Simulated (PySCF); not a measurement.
Si(H)(F)(vinyl)2 (C₄H₇FSi), SMILES C=C[SiH](F)C=C. Atoms are numbered in the order given.

```xyz
13

Si    -0.2386     0.0536     0.3822
F      0.5409     1.4132     0.8464
C     -1.0231     0.4559    -1.2540
C     -0.8949     1.6578    -1.8284
C      0.9683    -1.3536     0.2594
C      0.8752    -2.4422     1.0328
H     -1.2409    -0.2780     1.4359
H     -1.6033    -0.3184    -1.7736
H     -1.3486     1.8934    -2.7976
H     -0.3258     2.4601    -1.3464
H      1.7729    -1.3075    -0.4863
H      1.5715    -3.2841     0.9464
H      0.0929    -2.5425     1.7945
```

Geometry: PBE0-D3(BJ)/def2-SVP. Other conformers were not sampled.

The numbers are results of PBE0/pcSseg-1 in PySCF, not measurements.

GIAO shieldings, no solvent; atoms listed in one row are averaged. δ = σ(ref) − σ: ²⁹Si against TMS (σ = 352.7 ppm); ¹⁹F against CFCl3 (σ = 167.2 ppm); ¹³C against TMS (σ = 186.3 ppm); ¹H against TMS (σ = 31.56 ppm), references at their B3LYP-D3(BJ)/def2-TZVP geometries, non-relativistic.

| nucleus | atoms | count | δ (ppm) |
|---|---|---|---|
| ²⁹Si | Si1 | 1 | 4.8 |
| ¹⁹F | F2 | 1 | -212.9 |
| ¹³C | C6 | 1 | 150.2 |
| ¹³C | C4 | 1 | 149.0 |
| ¹³C | C5 | 1 | 145.1 |
| ¹³C | C3 | 1 | 141.8 |
| ¹H | H10 | 1 | 6.88 |
| ¹H | H9 | 1 | 6.82 |
| ¹H | H12 | 1 | 6.81 |
| ¹H | H11 | 1 | 6.73 |
| ¹H | H13 | 1 | 6.66 |
| ¹H | H8 | 1 | 6.37 |
| ¹H | H7 | 1 | 5.38 |
